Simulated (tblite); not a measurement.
Record of a relaxation.

Species: C₅H₁₀BrNSi.
SMILES with atom numbers: `[CH3:1][C:2]1(/[CH:3]=[N:4]\[SiH2:5][Br:6])[CH2:7][CH2:8]1` (hydrogens: H9, H10, H11 on C1; H12 on C3; H13, H14 on Si5; H15, H16 on C7; H17, H18 on C8)

Computed with GFN2-xTB (tblite), gas phase: L-BFGS steps from a force-field or distance-geometry start until the largest atomic force falls under 0.01 eV/Å. 11 of its 128 geometries are shown.

Step 0: E = -668.0592 eV, largest atomic force 1.670 eV/Å
```
atom  x, y, z in Å  |  force x, y, z in eV/Å
C1     -0.757    1.519    0.348   -0.889   0.585   0.257
C2     -0.550    0.097   -0.103   -1.614  -0.236  -0.007
C3      0.132   -0.112   -1.400    0.424   0.211   0.296
N4      1.377   -0.169   -1.545    0.556  -0.264   0.543
Si5     2.505   -0.048   -0.212    0.810   0.427  -0.780
Br6     2.871   -1.953    0.901   -0.188   0.293  -0.211
C7     -0.701   -1.035    0.859   -0.215  -1.350   0.844
C8     -1.848   -0.670   -0.013   -1.359  -0.302  -0.923
H9     -0.918    2.104   -0.581    0.115   0.050   0.762
H10    -1.693    1.582    0.994    1.114  -0.007  -0.860
H11     0.038    1.940    0.954    0.254   0.046  -0.225
H12    -0.516   -0.201   -2.273    0.177   0.032  -0.056
H13     3.817    0.314   -0.815   -0.539  -0.362   0.041
H14     2.251    1.018    0.743   -0.191  -0.205   0.264
H15    -0.888   -0.841    1.935    0.644  -0.070  -0.824
H16    -0.276   -2.046    0.641    0.007   1.157   0.341
H17    -2.122   -1.325   -0.875    0.245   0.467   0.895
H18    -2.731   -0.169    0.430    0.650  -0.473  -0.357
```

Step 13: E = -668.6216 eV, largest atomic force 0.277 eV/Å
```
atom  x, y, z in Å  |  force x, y, z in eV/Å
C1     -0.783    1.537    0.332   -0.044   0.089   0.048
C2     -0.736    0.105   -0.162   -0.010  -0.045   0.140
C3      0.137   -0.097   -1.354    0.008  -0.078   0.028
N4      1.390   -0.143   -1.384   -0.107   0.080  -0.015
Si5     2.613    0.038   -0.199   -0.042  -0.030  -0.044
Br6     2.845   -1.913    0.845    0.048  -0.023  -0.027
C7     -0.783   -1.023    0.839    0.128   0.008   0.008
C8     -1.964   -0.742   -0.031   -0.122   0.054  -0.203
H9     -0.905    2.222   -0.507   -0.013   0.004   0.010
H10    -1.618    1.680    1.017    0.037  -0.068  -0.060
H11     0.127    1.804    0.862    0.076   0.033  -0.016
H12    -0.383   -0.240   -2.304   -0.009  -0.044  -0.043
H13     3.842    0.262   -0.945   -0.112   0.011   0.089
H14     2.295    0.961    0.879    0.190   0.041   0.079
H15    -0.834   -0.794    1.892   -0.012   0.081   0.006
H16    -0.203   -1.906    0.624    0.023  -0.056   0.020
H17    -2.202   -1.433   -0.818    0.054  -0.202  -0.182
H18    -2.847   -0.310    0.403   -0.093   0.142   0.162
```

Step 25: E = -668.6538 eV, largest atomic force 0.113 eV/Å
```
atom  x, y, z in Å  |  force x, y, z in eV/Å
C1     -0.783    1.536    0.323    0.013   0.017   0.016
C2     -0.761    0.105   -0.173    0.000   0.006  -0.020
C3      0.119   -0.106   -1.353   -0.012  -0.055   0.030
N4      1.372   -0.107   -1.353    0.024   0.038  -0.019
Si5     2.603    0.059   -0.176    0.000   0.000  -0.004
Br6     2.860   -1.927    0.796   -0.004  -0.040  -0.019
C7     -0.796   -1.013    0.832   -0.107  -0.035   0.003
C8     -1.986   -0.749   -0.049    0.010  -0.009   0.020
H9     -0.924    2.232   -0.501   -0.045  -0.009  -0.043
H10    -1.594    1.670    1.032   -0.048   0.011   0.048
H11     0.149    1.790    0.822    0.046   0.015   0.007
H12    -0.384   -0.296   -2.307    0.064  -0.016   0.030
H13     3.808    0.278   -0.947    0.040   0.040  -0.041
H14     2.445    0.962    0.958   -0.013  -0.012  -0.008
H15    -0.857   -0.750    1.879   -0.019  -0.011  -0.021
H16    -0.206   -1.899    0.645   -0.034   0.036   0.006
H17    -2.201   -1.457   -0.838    0.029   0.019   0.034
H18    -2.873   -0.323    0.399    0.054   0.005  -0.019
```

Step 38: E = -668.6726 eV, largest atomic force 0.065 eV/Å
```
atom  x, y, z in Å  |  force x, y, z in eV/Å
C1     -0.794    1.540    0.322    0.002  -0.037   0.009
C2     -0.763    0.101   -0.157    0.023  -0.020   0.030
C3      0.149   -0.135   -1.307   -0.002  -0.056   0.011
N4      1.399   -0.057   -1.311   -0.022  -0.015  -0.018
Si5     2.664    0.094   -0.179   -0.008   0.007  -0.016
Br6     2.875   -1.967    0.641    0.053  -0.016  -0.002
C7     -0.858   -1.014    0.857    0.010   0.041   0.002
C8     -2.004   -0.734   -0.069   -0.005   0.020  -0.015
H9     -1.025    2.210   -0.508   -0.013  -0.033   0.054
H10    -1.556    1.656    1.090    0.023   0.023  -0.019
H11     0.166    1.837    0.743   -0.012  -0.015  -0.028
H12    -0.327   -0.428   -2.247   -0.009   0.011  -0.014
H13     3.836    0.367   -0.987    0.020   0.002   0.014
H14     2.556    0.918    1.017   -0.023   0.017   0.026
H15    -0.957   -0.740    1.897    0.006   0.006  -0.008
H16    -0.274   -1.910    0.702   -0.027   0.055  -0.011
H17    -2.201   -1.450   -0.854    0.002   0.017  -0.022
H18    -2.895   -0.281    0.338   -0.016  -0.007   0.007
```

Step 51: E = -668.6807 eV, largest atomic force 0.061 eV/Å
```
atom  x, y, z in Å  |  force x, y, z in eV/Å
C1     -0.789    1.538    0.323    0.022   0.002   0.000
C2     -0.770    0.102   -0.150    0.009  -0.017  -0.045
C3      0.153   -0.169   -1.283    0.034  -0.021  -0.037
N4      1.402   -0.089   -1.286    0.050  -0.007  -0.014
Si5     2.683    0.098   -0.178    0.002  -0.014   0.043
Br6     3.012   -1.983    0.553    0.000   0.030   0.010
C7     -0.900   -1.002    0.866   -0.035  -0.023   0.016
C8     -2.025   -0.713   -0.085    0.003  -0.021   0.005
H9     -1.095    2.195   -0.490   -0.010   0.034   0.018
H10    -1.489    1.647    1.147   -0.015   0.024   0.000
H11     0.196    1.847    0.664    0.036   0.034  -0.004
H12    -0.314   -0.495   -2.217   -0.031   0.005  -0.012
H13     3.851    0.439   -0.968   -0.051   0.028  -0.018
H14     2.542    0.886    1.042    0.000  -0.030   0.007
H15    -1.015   -0.715    1.899   -0.003  -0.008   0.036
H16    -0.322   -1.904    0.730   -0.008  -0.005  -0.015
H17    -2.206   -1.423   -0.879   -0.024  -0.011   0.006
H18    -2.922   -0.253    0.301    0.020   0.000   0.003
```

Step 64: E = -668.6899 eV, largest atomic force 0.049 eV/Å
```
atom  x, y, z in Å  |  force x, y, z in eV/Å
C1     -0.754    1.537    0.310   -0.006   0.002  -0.009
C2     -0.768    0.096   -0.157    0.005  -0.005   0.048
C3      0.164   -0.231   -1.269    0.002   0.007   0.023
N4      1.415   -0.184   -1.253   -0.009   0.037  -0.005
Si5     2.680    0.092   -0.147    0.015  -0.013  -0.005
Br6     3.252   -1.968    0.472    0.004  -0.013  -0.016
C7     -0.959   -0.994    0.870    0.016  -0.001   0.004
C8     -2.051   -0.677   -0.106   -0.003  -0.002  -0.005
H9     -1.183    2.188   -0.451    0.017  -0.008  -0.017
H10    -1.344    1.638    1.219    0.014   0.008  -0.023
H11     0.260    1.875    0.517   -0.006  -0.021  -0.010
H12    -0.300   -0.578   -2.196   -0.007  -0.017  -0.001
H13     3.757    0.622   -0.962   -0.007   0.010   0.023
H14     2.499    0.776    1.127   -0.018   0.020   0.017
H15    -1.092   -0.700    1.900    0.032   0.008  -0.002
H16    -0.406   -1.914    0.751   -0.011  -0.013  -0.011
H17    -2.240   -1.392   -0.893   -0.038   0.001  -0.018
H18    -2.938   -0.181    0.257   -0.001   0.001   0.007
```

Step 76: E = -668.6969 eV, largest atomic force 0.050 eV/Å
```
atom  x, y, z in Å  |  force x, y, z in eV/Å
C1     -0.704    1.525    0.276    0.002  -0.008  -0.031
C2     -0.766    0.075   -0.154   -0.014  -0.006  -0.041
C3      0.172   -0.297   -1.245   -0.030   0.012  -0.023
N4      1.421   -0.232   -1.219   -0.001  -0.010   0.002
Si5     2.661    0.104   -0.101   -0.015   0.010  -0.004
Br6     3.481   -1.915    0.326    0.002  -0.032  -0.003
C7     -1.009   -1.006    0.870   -0.037  -0.002   0.022
C8     -2.087   -0.634   -0.104    0.007  -0.007  -0.009
H9     -1.215    2.147   -0.458    0.015   0.017  -0.005
H10    -1.189    1.666    1.240    0.024  -0.025  -0.004
H11     0.327    1.866    0.346    0.000   0.013   0.043
H12    -0.283   -0.687   -2.161    0.008  -0.016   0.012
H13     3.653    0.827   -0.871    0.022   0.036  -0.008
H14     2.422    0.656    1.227   -0.013   0.000   0.012
H15    -1.117   -0.707    1.901   -0.009   0.011   0.048
H16    -0.511   -1.956    0.744    0.019   0.023  -0.010
H17    -2.321   -1.337   -0.889   -0.010  -0.004  -0.007
H18    -2.945   -0.088    0.260    0.030  -0.010   0.007
```

Step 89: E = -668.6998 eV, largest atomic force 0.032 eV/Å
```
atom  x, y, z in Å  |  force x, y, z in eV/Å
C1     -0.682    1.519    0.263   -0.011   0.000  -0.002
C2     -0.766    0.070   -0.166   -0.007   0.006   0.005
C3      0.170   -0.319   -1.251    0.008  -0.023   0.021
N4      1.420   -0.248   -1.221   -0.011   0.004  -0.005
Si5     2.645    0.111   -0.092   -0.008  -0.004  -0.010
Br6     3.524   -1.897    0.279    0.004   0.010  -0.009
C7     -1.017   -1.002    0.869    0.023   0.014   0.004
C8     -2.094   -0.624   -0.101    0.005  -0.012  -0.001
H9     -1.185    2.152   -0.467   -0.003   0.013  -0.015
H10    -1.163    1.658    1.228   -0.001   0.016   0.014
H11     0.352    1.848    0.337    0.005   0.000   0.024
H12    -0.281   -0.736   -2.155    0.003   0.000  -0.010
H13     3.612    0.904   -0.826   -0.002  -0.005  -0.004
H14     2.378    0.612    1.252   -0.004  -0.009   0.007
H15    -1.119   -0.699    1.901    0.008   0.013   0.001
H16    -0.515   -1.950    0.744   -0.025  -0.013   0.002
H17    -2.350   -1.328   -0.878    0.011  -0.004  -0.014
H18    -2.938   -0.063    0.272    0.005  -0.004  -0.008
```

Step 102: E = -668.7014 eV, largest atomic force 0.027 eV/Å
```
atom  x, y, z in Å  |  force x, y, z in eV/Å
C1     -0.671    1.520    0.262   -0.014  -0.006  -0.005
C2     -0.764    0.071   -0.166   -0.010  -0.011  -0.009
C3      0.169   -0.335   -1.248   -0.003   0.004  -0.004
N4      1.418   -0.259   -1.224    0.011  -0.007   0.000
Si5     2.636    0.110   -0.092    0.014  -0.009  -0.002
Br6     3.571   -1.881    0.225    0.008   0.005  -0.005
C7     -1.023   -0.992    0.876   -0.005  -0.009   0.000
C8     -2.095   -0.618   -0.102   -0.005  -0.009   0.005
H9     -1.150    2.160   -0.479    0.001   0.002  -0.009
H10    -1.172    1.663    1.217    0.000   0.023   0.000
H11     0.365    1.839    0.361   -0.012  -0.015   0.010
H12    -0.283   -0.769   -2.144   -0.008   0.015   0.004
H13     3.581    0.946   -0.807   -0.003   0.002   0.001
H14     2.351    0.564    1.265    0.009   0.000   0.005
H15    -1.120   -0.675    1.904   -0.013  -0.007   0.000
H16    -0.537   -1.949    0.759    0.016   0.002   0.011
H17    -2.341   -1.329   -0.877   -0.001   0.000  -0.004
H18    -2.946   -0.059    0.258    0.017   0.021   0.001
```

Step 114: E = -668.7062 eV, largest atomic force 0.044 eV/Å
```
atom  x, y, z in Å  |  force x, y, z in eV/Å
C1     -0.638    1.516    0.236   -0.007   0.012  -0.001
C2     -0.768    0.058   -0.150    0.000   0.000   0.007
C3      0.163   -0.385   -1.218    0.014  -0.003  -0.013
N4      1.413   -0.338   -1.196   -0.006   0.009  -0.001
Si5     2.631    0.080   -0.081    0.014  -0.018   0.038
Br6     3.858   -1.771   -0.047   -0.004   0.030  -0.001
C7     -1.075   -0.967    0.917    0.024   0.009  -0.006
C8     -2.113   -0.602   -0.101   -0.021  -0.008   0.022
H9     -0.966    2.151   -0.588   -0.008  -0.011   0.017
H10    -1.250    1.737    1.109    0.010  -0.019  -0.031
H11     0.395    1.770    0.465   -0.020  -0.003   0.012
H12    -0.299   -0.809   -2.113    0.009  -0.007  -0.006
H13     3.404    1.135   -0.711    0.008  -0.014  -0.003
H14     2.345    0.327    1.330    0.011  -0.004  -0.023
H15    -1.199   -0.616    1.931    0.009  -0.013  -0.025
H16    -0.597   -1.934    0.844   -0.016   0.011   0.006
H17    -2.353   -1.329   -0.863   -0.005   0.010   0.009
H18    -2.960   -0.018    0.224   -0.014   0.018   0.000
```

Step 127: E = -668.7074 eV, largest atomic force 0.009 eV/Å
```
atom  x, y, z in Å  |  force x, y, z in eV/Å
C1     -0.647    1.514    0.235    0.001   0.001   0.000
C2     -0.769    0.056   -0.154    0.004  -0.001  -0.001
C3      0.166   -0.383   -1.222   -0.006  -0.002   0.000
N4      1.416   -0.332   -1.195    0.002  -0.002   0.004
Si5     2.637    0.079   -0.080   -0.001  -0.004  -0.004
Br6     3.864   -1.771   -0.050    0.000  -0.001   0.002
C7     -1.071   -0.965    0.916   -0.007  -0.003  -0.001
C8     -2.116   -0.601   -0.095    0.000   0.005  -0.006
H9     -0.958    2.150   -0.593   -0.002  -0.002  -0.002
H10    -1.280    1.728    1.092    0.000   0.005   0.002
H11     0.379    1.769    0.490    0.000   0.001   0.006
H12    -0.291   -0.805   -2.121   -0.003   0.000   0.005
H13     3.417    1.123   -0.718    0.002   0.004   0.001
H14     2.355    0.328    1.329    0.004   0.003   0.000
H15    -1.187   -0.613    1.930    0.003   0.001   0.000
H16    -0.601   -1.935    0.845    0.002   0.000  -0.009
H17    -2.365   -1.328   -0.854    0.000  -0.006   0.004
H18    -2.958   -0.009    0.232    0.001   0.001   0.000
```

Task: Summarise the path.

Result: The energy falls by 0.6482 eV from step 0 to step 127; nine tenths of that is first reached at step 18. It falls at every step. The largest force goes from 1.670 to 0.009 eV/Å. Among the bonds C1–H10 changes most, from 1.139 to 1.087 Å; the atoms move by 0.561 Å rms after alignment.

Task: Follow the three bonds and two angles with the largest change from start to end.

Result: 
| step | E above end (eV) | largest force (eV/Å) | C1–H10 (Å) | N4–Si5 (Å) | Si5–H13 (Å) | C3–N4–Si5 (°) | N4–Si5–Br6 (°) |
| --- | --- | --- | --- | --- | --- | --- | --- |
| 0 | 0.6482 | 1.670 | 1.139 | 1.750 | 1.488 | 123.3 | 115.2 |
| 6 | 0.1803 | 0.480 | 1.088 | 1.715 | 1.449 | 128.7 | 108.9 |
| 11 | 0.1054 | 0.242 | 1.089 | 1.717 | 1.453 | 132.6 | 107.4 |
| 17 | 0.0656 | 0.124 | 1.086 | 1.711 | 1.447 | 134.7 | 109.0 |
| 22 | 0.0565 | 0.075 | 1.088 | 1.711 | 1.451 | 136.0 | 108.0 |
| 28 | 0.0484 | 0.102 | 1.087 | 1.710 | 1.447 | 135.8 | 105.9 |
| 33 | 0.0388 | 0.075 | 1.087 | 1.706 | 1.451 | 137.8 | 103.9 |
| 39 | 0.0341 | 0.068 | 1.088 | 1.704 | 1.450 | 138.0 | 103.4 |
| 44 | 0.0310 | 0.057 | 1.087 | 1.706 | 1.449 | 137.9 | 103.0 |
| 50 | 0.0274 | 0.068 | 1.087 | 1.704 | 1.451 | 138.9 | 102.9 |
| 55 | 0.0226 | 0.103 | 1.088 | 1.703 | 1.450 | 139.5 | 102.9 |
| 61 | 0.0189 | 0.057 | 1.088 | 1.703 | 1.451 | 139.0 | 102.8 |
| 66 | 0.0167 | 0.050 | 1.088 | 1.703 | 1.450 | 139.4 | 102.9 |
| 72 | 0.0130 | 0.055 | 1.087 | 1.702 | 1.450 | 139.1 | 102.8 |
| 77 | 0.0101 | 0.037 | 1.088 | 1.703 | 1.449 | 138.7 | 102.4 |
| 83 | 0.0087 | 0.027 | 1.087 | 1.703 | 1.450 | 138.8 | 101.9 |
| 88 | 0.0077 | 0.029 | 1.087 | 1.704 | 1.450 | 138.2 | 101.9 |
| 94 | 0.0068 | 0.020 | 1.088 | 1.704 | 1.450 | 137.7 | 101.7 |
| 99 | 0.0063 | 0.024 | 1.087 | 1.704 | 1.450 | 137.6 | 101.6 |
| 105 | 0.0051 | 0.058 | 1.088 | 1.703 | 1.452 | 137.7 | 101.8 |
| 110 | 0.0020 | 0.036 | 1.087 | 1.703 | 1.451 | 137.7 | 101.5 |
| 116 | 0.0008 | 0.023 | 1.087 | 1.704 | 1.450 | 137.4 | 101.6 |
| 121 | 0.0003 | 0.031 | 1.087 | 1.704 | 1.451 | 137.6 | 101.8 |
| 127 | 0.0000 | 0.009 | 1.087 | 1.704 | 1.451 | 137.7 | 101.8 |

What follows is the cost of the whole relaxation. On Arm Neoverse V2, one thread, no GPU, shared host, this took 1.1 s of wall time.
